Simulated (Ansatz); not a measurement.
Reaction (β-hydride elimination): `CO[SiH](S)Cl` → `S[SiH2]Cl` + `C=O`

Gas-phase electronic energies from Ansatz, PBE0-D4/def2-TZVP geometries. CCSD(T)/CBS is the MP2 limit (def2-TZVPP, def2-QZVPP) plus CCSD(T) − MP2 in def2-TZVPP, frozen cores. This one scheme is used for every species. Functionals use def2-TZVPP. Each species was taken in one conformer, which may not be the lowest.

`CO[SiH](S)Cl`:

```xyz
10

C    -0.547    0.521    1.401
O    -0.884    0.196    0.067
Si    0.022   -0.748   -0.899
S     2.010   -0.037   -1.121
Cl   -0.979   -0.785   -2.674
H     0.446    0.977    1.459
H    -0.567   -0.367    2.041
H    -1.287    1.233    1.767
H     0.161   -2.125   -0.380
H     1.625    1.134   -1.660
```

`S[SiH2]Cl`:

Cartesian coordinates in Å:
```
S -0.306 1.418 -0.895
Si -0.092 -0.202 0.455
Cl 1.855 -0.822 0.659
H -0.032 0.679 -1.984
H -0.863 -1.380 0.004
H -0.561 0.307 1.761
```

`C=O`:

Z-matrix (Å, degrees):
```
C
O 1 1.195
H 1 1.109 2 122.0
H 1 1.109 2 122.0 3 -180.0
```

Question: Is it downhill or uphill in electronic energy at CCSD(T)/CBS, and by how much? (An estimate is asked.)

Answer: Computed: Uphill: ΔE = +50.9 kcal/mol.

Question: What do these levels give: BHLYP-D4, BLYP, PBE0, MP2/def2-SVP, CCSD(T)/def2-SVP, MP2/CBS(def2)? (Estimate.)

Answer: Computed: BHLYP-D4 52.9, BLYP 40.7, PBE0 50.1, MP2/def2-SVP 45.8, CCSD(T)/def2-SVP 42.9, MP2/CBS(def2) 53.6 kcal/mol.

Largest T1 diagnostic among the species: 0.015.

In def2-TZVPP, CCSD(T) changes the Hartree–Fock value by +4.0 kcal/mol (the triples alone add −0.0 kcal/mol) and MP2 by +6.6 kcal/mol. The D4 term adds +3.7 kcal/mol with B3LYP and +2.1 kcal/mol with PBE0; it sums over pairs of atoms, weighted by their polarisabilities, and B3LYP, whose exchange is more repulsive, gets the larger term. From BLYP to BHLYP (50 % exact exchange), in def2-TZVPP and without D4, ΔE moves by +9.3 kcal/mol.

B3LYP here is the variant with VWN-RPA as its local correlation; programs differ in this.
